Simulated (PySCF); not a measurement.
fluoroethane (C2H5F), SMILES CCF.

Coordinates come from a PBE-D3(BJ)/def2-TZVP optimisation.

The numbers are results of PBE/def2-TZVPD (PySCF), not measurements.

The molecule is in vacuum.

### Question
Estimate the frontier levels, gap, dipole moment and polarisability. (Estimate from the structure and the level; the computed values follow.)

### Answer

```yaml
highest_occupied_level: -7.73 eV
lowest_empty_level: -0.18 eV
orbital_gap: 7.55 eV
dipole_moment: 1.90 D
quadrupole, principal values (traceless, Buckingham form, about the centre of nuclear charge): -2.59, 1.29, 1.30 D·Å
mean_static_polarisability: 30.8 bohr³ (4.57 Å³)
polarisability_principal_values: 28.8, 30.6, 33.1 bohr³
```
